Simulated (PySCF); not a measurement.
Ar²⁺ (argon, charge +2) across methods

[Ne] 3s2 3p4, high-spin 3P determinant. All numbers are calculated (PySCF 2.14, no relativity, point nucleus, in aug-cc-pV(D+d)Z (5s4p3d, 32 functions)).

```tsv
method	E (hartree)	mean ε 3s β (eV)	mean ε 3p α (eV)	mean ε 3p β (eV)	Σ⟨r²⟩ (bohr²)	⟨S²⟩
PBE0	-525.7721	-50.690	-38.494	-35.918	15.69	2.003
M06-2X	-525.9166	-52.427	-40.113	-37.532	15.71	2.003
r2SCANh	-525.8959	-49.587	-37.851	-35.158	15.69	2.005
r2SCAN	-525.8949	-48.788	-37.134	-34.478	15.69	2.004
LDA	-524.3028	-48.742	-36.465	-34.036	15.72	2.001
BLYP	-525.9376	-48.525	-36.261	-33.987	15.72	2.002
UHF	-525.29165	-55.653	-43.548	-40.275	15.80	2.008
wB97X	-525.9329	-53.397	-40.974	-38.492	15.62	2.003
PBE	-525.7279	-48.552	-36.488	-34.083	15.70	2.002
```
